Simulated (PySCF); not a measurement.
# Electric field gradients and quadrupole coupling constants

Compound: C6H10F2SSi.
Z-matrix (Å and degrees, GFN2-xTB geometry), rows numbered from 1:
```
F 
C   1  1.3764
C   2  1.5265  1  110.24
Si  3  1.9141  2  110.04  1    53.19
F   4  1.6141  3  104.10  2   176.75
C   3  1.5416  2  109.80  1   -71.11
C   6  1.5319  3  105.30  2   -80.41
C   7  1.4952  6  105.29  3   -22.96
S   8  1.6182  7  125.49  6  -178.68
C   8  1.4944  7  109.35  6     1.80
H   2  1.0948  1  106.37  3   120.86
H   2  1.0947  1  106.65  3  -122.39
H   4  1.4492  3  112.59  2   -69.01
H   4  1.4545  3  111.00  2    63.96
H   6  1.0911  3  109.64  2   161.64
H   6  1.0886  3  111.41  2    41.89
H   7  1.0929  6  112.14  3    95.86
H   7  1.0912  6  112.95  3  -143.95
H  10  1.0953  3  110.05  2  -161.77
H  10  1.0901  3  114.15  2   -40.87
```

Field gradients from the PBE0/pcSseg-1 density (PySCF, non-relativistic), principal values in atomic units, ordered |Vxx| ≤ |Vyy| ≤ |Vzz|:

```csv
atom,Vxx,Vyy,Vzz
S9,1.1597,1.6810,-2.8407
```

Q: Find the asymmetry η = (Vxx − Vyy)/Vzz and the couplings χ = eQV/h (234.96 MHz × Q in barn × V in au), with Q(33S) = −0.0678 b.

A: 
```tsv
atom	environment	nucleus	η	χzz (MHz)	χxx (MHz)	χyy (MHz)
S9	thiocarbonyl sulfur	33S	0.18	45.25	-18.47	-26.78
```

The tensor is traceless: Vxx + Vyy + Vzz = 0.

Q: What is Vzz at S9 in SI units (1 au = 9.71736 × 10²¹ V/m²)?

A: -2.8407 au = -27.604 × 10²¹ V/m².

Q: And the gradient at the other heavy atoms, for which no coupling is worked out here?

A: 
| atom | environment | Vzz (au) | η |
| --- | --- | --- | --- |
| F1 | alkyl fluorine | 2.999 | 0.03 |
| C2 | sp3 C–F carbon | 0.541 | 0.12 |
| C3 | sp3 carbon bound to silicon | -0.109 | 0.24 |
| Si4 | fluorine-bound silicon | 0.812 | 0.31 |
| F5 | silicon-bound fluorine | 1.254 | 0.06 |
| C6 | ring CH2 carbon | 0.112 | 0.62 |
| C7 | ring CH2 carbon | 0.070 | 0.53 |
| C8 | thiocarbonyl carbon | 0.561 | 0.04 |
| C10 | ring CH2 carbon | 0.083 | 0.60 |

Q: What couplings would deuterons (Q(2H) = 0.00286 b) have in place of the hydrogens, at this geometry?

A: 
```json
{"atom": "H11", "bonded to": "C2", "bond length (Å)": "1.095", "Vzz (au)": "0.2878", "η": "0.07", "χzz (kHz)": "193"}
{"atom": "H12", "bonded to": "C2", "bond length (Å)": "1.095", "Vzz (au)": "0.2881", "η": "0.07", "χzz (kHz)": "194"}
{"atom": "H13", "bonded to": "Si4", "bond length (Å)": "1.449", "Vzz (au)": "0.1685", "η": "0.02", "χzz (kHz)": "113"}
{"atom": "H14", "bonded to": "Si4", "bond length (Å)": "1.454", "Vzz (au)": "0.1648", "η": "0.02", "χzz (kHz)": "111"}
{"atom": "H15", "bonded to": "C6", "bond length (Å)": "1.091", "Vzz (au)": "0.3013", "η": "0.03", "χzz (kHz)": "202"}
{"atom": "H16", "bonded to": "C6", "bond length (Å)": "1.089", "Vzz (au)": "0.3075", "η": "0.01", "χzz (kHz)": "207"}
{"atom": "H17", "bonded to": "C7", "bond length (Å)": "1.093", "Vzz (au)": "0.3027", "η": "0.01", "χzz (kHz)": "203"}
{"atom": "H18", "bonded to": "C7", "bond length (Å)": "1.091", "Vzz (au)": "0.3058", "η": "0.01", "χzz (kHz)": "205"}
{"atom": "H19", "bonded to": "C10", "bond length (Å)": "1.095", "Vzz (au)": "0.2954", "η": "0.02", "χzz (kHz)": "199"}
{"atom": "H20", "bonded to": "C10", "bond length (Å)": "1.090", "Vzz (au)": "0.3054", "η": "0.02", "χzz (kHz)": "205"}
```

Geometry: GFN2-xTB, one conformer, isolated molecule. GFN2-xTB bond lengths can be off by several hundredths of an ångström, more for odd bonds, and the gradients follow them. With a basis this small, the couplings can be 20 % off.

These values come from a run that also computed NMR shieldings. Hardware: Arm Neoverse N1, one thread, no GPU (shared host). Cost: 2.3 min of wall time (with the writing of density and orbital grids), 1.1 GiB resident at most.
